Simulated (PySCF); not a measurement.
**C6H7FN: g tensor and hyperfine couplings**

Species: C6H7FN (doublet state).
SMILES with atom numbers: `[N:1]#[C:2][C:3]1[CH2:4][CH2:5][CH2:6][C@H:7]1[F:8]` (hydrogens: H9, H10 on C4; H11, H12 on C5; H13, H14 on C6; H15 on C7)

Structure used (GFN2-xTB), in Å, numbered top down from 1:
```xyz
15
C6H7FN angstrom
N      3.051    1.766   -0.594
C      2.060    1.191   -0.412
C      0.888    0.532   -0.182
C     -0.470    1.116   -0.351
C     -1.396    0.108    0.338
C     -0.692   -1.234    0.140
C      0.795   -0.892    0.274
F      1.580   -1.740   -0.481
H     -0.542    2.127    0.057
H     -0.705    1.186   -1.420
H     -2.400    0.114   -0.082
H     -1.466    0.339    1.402
H     -1.009   -1.993    0.852
H     -0.861   -1.611   -0.870
H      1.160   -1.002    1.308
```

The hyperfine couplings belong to this conformer and change with its torsions.

Theory: UKS B3LYP, pcH-1 on C F H N, non-relativistic, mean-field spin-orbit, GIAO (PySCF 2.14.0). The structure is a single GFN2-xTB conformer in the gas phase; no vibrational or solvent corrections. Couplings are sensitive to structure, and on GFN2-xTB geometries they can be far from those on DFT ones. The SCF solution wasn't tested for stability.

- g1, g2, g3: 2.00221, 2.00305, 2.00350
- g_iso: 2.00292
- Form of g: rhombic: the two nearest values differ by 35 % of g3 − g1
- ⟨S²⟩: 0.7637 (exact 0.7500)
- α and β electrons: 30, 29
- HOMO–LUMO gap, α and β orbitals: 6.85, 5.50 eV
- Total energy: -387.41138 Eh
- Basis functions: 270

Hyperfine couplings atom by atom, in G; T1 to T3 are the principal values of the dipolar part; ρ(0) is the spin density at the nucleus (MHz turned into gauss with g_iso; 10 G = 1 mT):

```tsv
atom	isotope	a_iso	T1	T2	T3	Mulliken spin population	ρ(0) (bohr⁻³)
N1	14N	3.1	-6.4	-4.9	11.2	0.37	0.0271
C2	13C	-20.4	-6.9	-0.7	7.6	-0.20	-0.0510
C3	13C	25.7	-23.7	-23.4	47.1	0.81	0.0641
C4	13C	-9.5	-0.8	0.0	0.8	-0.07	-0.0238
C5	13C	2.5	-0.4	-0.3	0.7	0.00	0.0062
C6	13C	1.2	-0.5	-0.2	0.7	0.00	0.0031
C7	13C	-8.9	-0.7	-0.3	1.0	-0.05	-0.0223
F8	19F	39.4	-16.6	-15.0	31.6	0.02	0.0263
H9	1H	22.3	-1.5	-1.0	2.5	0.02	0.0140
H10	1H	44.9	-1.7	-0.9	2.5	0.05	0.0282
H11	1H	0.3	-0.6	-0.5	1.0	0.00	0.0002
H12	1H	-0.4	-0.9	-0.8	1.6	0.00	-0.0003
H13	1H	-0.3	-0.6	-0.5	1.1	0.00	-0.0002
H14	1H	-0.1	-0.9	-0.7	1.5	0.00	-0.0001
H15	1H	28.6	-1.9	-0.6	2.4	0.03	0.0179
```

The Mulliken spin populations are largest on C3 (+0.81), N1 (+0.37), C2 (-0.20) and C4 (-0.07). The angles at C3 add up to 360.0°, so it is planar.

Axes: g3 points within 14° of the C3–C7 bond.

Under fast tumbling the dipolar parts average out, and these isotropic splittings remain: 1 × 1H (H10, I = 1/2, 2 lines) with 4.49 mT, 1 × 19F (F8, I = 1/2, 2 lines) with 3.94 mT, 1 × 1H (H15, I = 1/2, 2 lines) with 2.86 mT, 1 × 1H (H9, I = 1/2, 2 lines) with 2.23 mT, 1 × 14N (N1, I = 1, 3 lines) with 0.31 mT and 1 × 1H (H12, I = 1/2, 2 lines) with 0.04 mT.

The 13C coupling of C3 (72.1 MHz) shows only in satellite lines or after enrichment, since that isotope makes up about 1.07 % of natural carbon.
